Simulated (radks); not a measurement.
Task: These are the eigenvalues of the occupied orbitals of an atom or ion with whole-number occupations (eV). Calculated with a radial shooting solver on a logarithmic mesh with Libxc functionals: Dirac Kohn-Sham, XLYP, spin-unpolarised, spherical densities, finite nucleus; Fermi nuclear charge, rms radius of each element as measured or else 0.836 A^(1/3) + 0.57 fm.

1s1/2: -73792.97
2s1/2: -12880.91
2p1/2: -12337.66
2p3/2: -10805.90
3s1/2: -3031.996
3p1/2: -2788.273
3p3/2: -2454.249
3d3/2: -2044.801
3d5/2: -1972.438
4s1/2: -675.3445
4p1/2: -572.9532
4p3/2: -494.4582
4d3/2: -326.1827
4d5/2: -311.6431
5s1/2: -136.1192
5p1/2: -104.2197
4f5/2: -98.6307
4f7/2: -95.8185
5p3/2: -91.5901
5d3/2: -48.5625

Which element is it, and in what charge state? The configuration may be excited. Open shells, if any, fill j = l - 1/2 first.

Result: Z = 76, osmium, charge +4: Os4+ in [Xe] 4f14 5d4. The list shows which subshells hold electrons but not how many an open one holds; the 1s level, -2711.8 hartree, gives Z - s = 73.6 by -(Z - s)^2/2, which with screening and relativity narrows Z to a few neighbours, and the depths of the outer levels then fix element, charge and occupations together.
